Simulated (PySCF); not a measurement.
LDA on Nd⁺ (neodymium, charge +1)

Configuration: [Xe] 4f5, one real determinant (an excited configuration). Computed with PySCF 2.14 in cc-pVDZ-X2C (8s7p5d3f1g, 84 functions), with the spin-free X2C one-electron Hamiltonian (Gaussian nucleus).

```
Total energy                                                  : -9615.26 hartree
One-electron energy                                           : -13138.40 hartree
Hartree (Coulomb) energy                                      : 3741.01 hartree
Exchange-correlation energy                                   : -217.87 hartree
⟨S²⟩                                                          : 8.7522
⟨L²⟩                                                          : 24.008
Sum of ⟨r⟩                                                    : 37.65 bohr
Sum of ⟨r²⟩                                                   : 50.96 bohr²
Traceless quadrupole moment −½Σ⟨3z² − r²⟩ along its main axis : 0.664 e·bohr²
Langevin diamagnetic susceptibility                           : -40.4 ×10⁻⁶ cm³/mol
```

| shell | electrons | mean orbital energy (eV) | spread (eV) | rms radius, mean of both spins (bohr) |
| --- | --- | --- | --- | --- |
| 1s α | 1 | -43249.0 | 0 | 0.0270 |
| 1s β | 1 | -43249.0 | 0 | 0.0270 |
| 2s α | 1 | -6996.6 | 0 | 0.109 |
| 2s β | 1 | -6996.5 | 0 | 0.109 |
| 2p α | 3 | -6267.4 | 0.135 | 0.0978 |
| 2p β | 3 | -6267.3 | 0.140 | 0.0978 |
| 3s α | 1 | -1517.4 | 0 | 0.285 |
| 3s β | 1 | -1516.3 | 0 | 0.285 |
| 3p α | 3 | -1286.4 | 0.689 | 0.284 |
| 3p β | 3 | -1285.3 | 0.852 | 0.284 |
| 3d α | 5 | -960.51 | 0.620 | 0.262 |
| 3d β | 5 | -959.61 | 0.813 | 0.262 |
| 4s α | 1 | -301.49 | 0 | 0.646 |
| 4s β | 1 | -298.39 | 0 | 0.646 |
| 4p α | 3 | -225.60 | 1.087 | 0.687 |
| 4p β | 3 | -222.47 | 1.541 | 0.687 |
| 4d α | 5 | -116.72 | 1.053 | 0.766 |
| 4d β | 5 | -113.57 | 1.729 | 0.766 |
| 5s α | 1 | -42.727 | 0 | 1.59 |
| 5s β | 1 | -40.647 | 0 | 1.59 |
| 5p α | 3 | -24.879 | 0.430 | 1.90 |
| 5p β | 3 | -23.251 | 0.708 | 1.90 |
| 4f α | 5 | -3.211 | 0.847 | 1.63 |

⟨L²⟩ = 24.01 against 30 for a pure H term, so this real determinant mixes terms. Spin-orbit coupling, absent here, splits the open shell strongly.

Densities and radii are taken from the X2C orbitals without a picture-change correction, which distorts them close to the nucleus.
